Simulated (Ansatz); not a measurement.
Basis-set extrapolation for CH5BClFSi, SMILES `B[SiH2]C(F)Cl` (PBE0-D4/def2-TZVP geometry, frozen core, Ansatz). Multiplicity 1, RHF reference.

```tsv
	def2-TZVPP	def2-QZVPP
HF	-913.374784	-913.403748
MP2 correlation	-0.825105	-0.895718
CCSD(T) correlation	-0.915939	not run
```

Energies in hartree. Use E(X) = E(∞) + A·exp(−7.88·√X) for Hartree–Fock and E(X) = E(∞) + B·X^(−2.97) for correlation, with X = 3 and 4, and add CCSD(T) minus MP2 of the smaller set to the MP2 limit.

Question: What is the CCSD(T) energy at the basis-set limit?

Answer: HF limit: -913.403748 + (-0.028964) × 0.13774 = -913.40774. MP2 limit: -0.895718 + (-0.070613) × 0.74074 = -0.94802. Higher-order term: -0.915939 − (-0.825105) = -0.09083. Total: -914.44659 hartree, 409.2 kJ/mol below CCSD(T)/def2-TZVPP.
